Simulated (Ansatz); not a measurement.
Calculated with Ansatz (gas phase, PBE0-D4/def2-TZVP geometries, no zero-point term in ΔE). CCSD(T)/CBS is the MP2 limit (def2-TZVPP, def2-QZVPP) plus CCSD(T) − MP2 in def2-TZVPP, frozen cores. Functionals use def2-TZVPP. def2 core potentials past Kr. For Te outer-core shells are correlated without core-valence functions, which leaves a few kJ/mol of doubt a bond. One conformer a species, not always the lowest.

`OC[SiH2][TeH]` + `C1N[SiH2]O1` → `OCN1CO[SiH2]1` + `[SiH3][TeH]`  (substitution at a C–Si bond)

Task: Is it downhill or uphill in electronic energy at CCSD(T)/CBS, and by how much? (Best estimate.)

Result: Ansatz gave: Uphill: ΔE = +0.13 eV.

Task: What do these levels give: PBE-D4, r2SCAN-D4, r2SCAN, HF/def2-TZVPP, CCSD(T)/def2-TZVPP, CCSD/CBS(def2)? (Best estimate.)

Result: The calculation gave: PBE-D4 0.13, r2SCAN-D4 0.12, r2SCAN 0.12, HF/def2-TZVPP -0.01, CCSD(T)/def2-TZVPP 0.08, CCSD/CBS(def2) 0.13 eV.

Largest T1 diagnostic among the species: 0.011.

In def2-TZVPP, CCSD(T) changes the Hartree–Fock value by +0.09 eV (the triples alone add +0.01 eV) and MP2 by +0.11 eV.
